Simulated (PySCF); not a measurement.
This PySCF input asks for the NMR shieldings of SMILES CBN1CC1(C)C, C₅H₁₂BN; the geometry comes from GFN2-xTB.

```python
import basis_set_exchange as bse
import numpy as np
from pyscf import gto, dft
from pyscf.prop import nmr

atoms = """
C     2.820740    0.278319    0.856683
B     1.261458    0.533635    1.015792
N     0.389482    0.023656    0.097576
C     0.211089   -0.732156   -1.098765
C    -0.945881   -0.142456   -0.364247
C    -1.849865   -1.058058    0.434451
C    -1.638762    1.074902   -0.939798
H     3.224364   -0.231295    1.729994
H     3.065158   -0.321291   -0.017460
H     3.363530    1.218750    0.773936
H     0.821709    1.158353    1.909480
H     0.540390   -0.278421   -2.027277
H     0.386830   -1.801201   -1.044561
H    -2.308764   -0.508158    1.253347
H    -1.278638   -1.882742    0.852780
H    -2.637937   -1.459477   -0.200029
H    -2.070626    1.671808   -0.138943
H    -0.928752    1.693095   -1.483422
H    -2.435329    0.771986   -1.617001
"""
names = dict.fromkeys(["C", "B", "N", "H"], "pcSseg-1")
basis = {el: gto.basis.parse(bse.get_basis(n, elements=[el], fmt="nwchem")) for el, n in names.items()}
mol = gto.M(atom=atoms, basis=basis, charge=0, verbose=0)
mf = dft.RKS(mol, xc="PBE0")
mf.grids.level = 2
mf.grids.alignment = dft.numint.BLKSIZE   # the property module wants whole blocks of grid points
mf.conv_tol = 1e-9
mf.kernel()

calc = nmr.RKS(mf)   # GIAO
C = mf.mo_coeff
Co = C[:, mf.mo_occ > 0]
resp = mf.gen_response(singlet=True, hermi=2)
def vind(x):   # induced exchange potential for any number of trial vectors
    d = np.einsum("pi,xij,qj->xpq", C, 2 * x.reshape(-1, C.shape[1], Co.shape[1]), Co, optimize=True)
    return np.einsum("xpq,pi,qj->xij", resp(d - d.transpose(0, 2, 1)), C, Co, optimize=True).ravel()
mo1, _ = nmr.rhf.solve_mo1(calc, with_cphf=vind)
sigma = calc.kernel(mo1)
for i, s in enumerate(sigma):   # ppm
    w = np.linalg.eigvalsh((s + s.T) / 2)
    print("%2d %-2s iso %8.1f  s11 %8.1f  s22 %8.1f  s33 %8.1f" % (i, mol.atom_pure_symbol(i), w.mean(), *w))
```

Question: Give the expected output.

Answer: 
```
 0 C  iso    181.6  s11    168.7  s22    184.5  s33    191.6
 1 B  iso     65.2  s11     23.5  s22     51.9  s33    120.2
 2 N  iso    124.9  s11     26.4  s22     99.4  s33    249.0
 3 C  iso    154.6  s11    122.8  s22    143.2  s33    197.8
 4 C  iso    150.8  s11    109.5  s22    148.4  s33    194.5
 5 C  iso    159.7  s11    136.3  s22    153.4  s33    189.4
 6 C  iso    159.7  s11    136.5  s22    153.4  s33    189.3
 7 H  iso     31.3  s11     27.9  s22     28.1  s33     37.8
 8 H  iso     31.4  s11     26.7  s22     31.6  s33     35.8
 9 H  iso     31.3  s11     27.9  s22     28.1  s33     37.8
10 H  iso     26.4  s11     24.7  s22     25.8  s33     28.5
11 H  iso     29.9  s11     25.4  s22     26.9  s33     37.4
12 H  iso     29.9  s11     25.4  s22     26.9  s33     37.4
13 H  iso     30.0  s11     26.4  s22     27.7  s33     35.8
14 H  iso     31.0  s11     26.4  s22     28.9  s33     37.8
15 H  iso     30.1  s11     26.2  s22     27.4  s33     36.8
16 H  iso     30.0  s11     26.3  s22     27.7  s33     35.8
17 H  iso     31.0  s11     26.4  s22     28.9  s33     37.8
18 H  iso     30.1  s11     26.2  s22     27.5  s33     36.8
```

These numbers come from an equivalent density-fitted implementation of the same equations, which agrees with the script to about 0.01 ppm for H and up to a few tenths of a ppm for heavy atoms, so last digits may differ.

Size and cost of the density-fitted run: 179 basis functions, 43 s wall time on 1 thread of an Arm Neoverse N1, shared host; peak memory 0.81 GiB.
